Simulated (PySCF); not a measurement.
Question: What does the PBE0-D3(BJ)/def2-SVP structure of `CBOC[SiH3]` look like in three dimensions?

Answer: 
```xyz
14
C2H9BOSi angstrom
C     -1.945   -0.056   -0.211
B     -1.141    1.208    0.275
O      0.044    1.130    0.923
C      0.716   -0.077    1.221
Si     2.050   -0.457   -0.081
H     -2.855    0.213   -0.762
H     -2.248   -0.680    0.650
H     -1.331   -0.705   -0.859
H     -1.532    2.344    0.111
H      1.202    0.040    2.204
H      0.018   -0.928    1.310
H      3.031    0.666   -0.145
H      1.413   -0.630   -1.421
H      2.758   -1.718    0.300
```

Any rigid rotation of these coordinates is as good. Atoms count from 1 in this order. O3 (boron-bound oxygen) is bent (angle 124.5°). Of the pairs four or more bonds apart, C1···H11 is among the closest relative to their van der Waals radii: 2.63 Å, 91 % of the sum of Bondi's values. Si5 (SiH3 silicon) is tetrahedral (angles from 109.0° to 109.9°). B2 (three-coordinate boron) is planar (angles 123.3°, 123.1° and 113.6°, sum 360.0°, 0.00 Å off the plane of its three neighbours).

Bonds between heavy atoms (Å): C1–B2 1.574, B2–O3 1.353, O3–C4 1.413, C4–Si5 1.903.

Computed with PBE0-D3(BJ)/def2-SVP geometry optimisation, gas phase (PySCF).

Point group: C1 (no symmetry element, even within 0.4 Å). No PBE0-D3(BJ)/def2-SVP frequencies stand behind this structure, so it isn't proved a minimum. One conformer, not necessarily the lowest (C1–B2–O3–C4 1°, B2–O3–C4–Si5 97°).

Time: 72 s wall; peak memory 0.51 GiB. Hardware: an Arm Neoverse N1 with one thread, shared host with 64 logical CPUs at a one-minute load of 44. This is the geometry optimisation.
